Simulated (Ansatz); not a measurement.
Cost and result for the atomization energy of CH₅GaN₂Si, SMILES `N=C=N[SiH2][GaH2]` (10 atoms, 9 bonds).

Cartesian coordinates in Å:
```
N -1.839 -2.298 -0.435
C -1.168 -1.544 0.247
N -0.428 -0.922 0.965
Si 0.831 0.262 0.966
Ga 0.864 1.660 -1.009
H -2.771 -2.059 -0.734
H 0.639 1.096 2.184
H 2.122 -0.461 1.136
H 2.011 2.716 -1.216
H -0.261 1.550 -2.104
```

Total charge 0; spin multiplicity 1. Correlated methods include outer-core shells of Ga, which these sets cover unevenly. Scalar relativity is left out up to krypton. All single points use the PBE0-D4/def2-TZVP geometry. It is one conformer, not always the lowest. Program: Ansatz. Hardware: A = 2 threads of an AMD EPYC 7R13 on a shared host; B = 2 threads of an AMD EPYC 7R13 on a shared host and a share of an NVIDIA H100 80 GB. Times are those of one run each, without the atoms' runs, and a repeat can differ threefold. Electronic energies, without spin–orbit coupling; frozen cores. CCSD(T)/CBS adds CCSD(T) − MP2 in def2-TZVPP to the MP2 limit, and its time is that of the two runs behind it. T1 = 0.015. With those shells the extrapolation isn't a true limit. B3LYP takes the VWN-RPA correlation (the form of Gaussian; ORCA's B3LYP/G). HSE06 is the plane-wave form, built on full-range PBE exchange.

CCSD(T)/CBS is a level of theory with its own doubt, some kJ/mol a heavy atom from the limit and from the frozen cores, so smaller differences don't rank the functionals.

| level | functions | wall time | atomization (kJ/mol) | difference from CCSD(T)/CBS | per bond |
| --- | --- | --- | --- | --- | --- |
| LDA (SPW92)/def2-TZVPP [A] | 253 | 2.2 s | 3890.1 | 554.9 | 61.7 |
| BLYP-D4/def2-TZVPP [A] | 253 | 4 s | 3387.8 | 52.6 | 5.8 |
| PBE-D4/def2-TZVPP (with forces) [A] | 253 | 4 s | 3450.1 | 114.9 | 12.8 |
| BHLYP-D4/def2-TZVPP [A] | 253 | 6.5 s | 3235.0 | -100.2 | -11.1 |
| HSE06-D4/def2-TZVPP [A] | 253 | 7 s | 3357.9 | 22.7 | 2.5 |
| CCSD(T)/def2-TZVPP [B] | 253 | 8.5 s | 3233.5 | -101.7 | -11.3 |
| B3LYP-D4/def2-TZVPP (with forces) [A] | 253 | 9.5 s | 3367.6 | 32.4 | 3.6 |
| r2SCANh-D4/def2-TZVPP [A] | 253 | 9.6 s | 3327.6 | -7.6 | -0.8 |
| MP2/def2-QZVPP [B] | 480 | 11 s | 3356.3 | 21.1 | 2.3 |
| B2PLYP/def2-TZVPP [A] | 253 | 11 s | 3319.2 | -16.0 | -1.8 |
| CCSD(T)/def2-SVP [A] | 117 | 12 s | 3089.2 | -246.0 | -27.3 |
| ωB97M-V/def2-TZVPP (with forces) [A] | 253 | 19 s | 3355.3 | 20.1 | 2.2 |
| CCSD(T)/CBS(def2) | – | 19 s | 3335.2 | 0.0 | 0.0 |

At CCSD(T), def2-SVP lies −246.0 kJ/mol from the extrapolated value and def2-TZVPP −101.7 kJ/mol: correlation converges slowly with the basis, and small sets miss more of it in the bonded molecule than in its fragments. The D4 term adds +36.4 kJ/mol with B3LYP and +19.4 kJ/mol with PBE0; it sums over pairs of atoms, weighted by their polarisabilities, and B3LYP, whose exchange is more repulsive, gets the larger term. From PBE to PBE0 (25 % exact exchange), in def2-TZVPP and without D4, the atomization energy moves by −91.8 kJ/mol: exact exchange takes away binding that semilocal exchange gives to molecules.
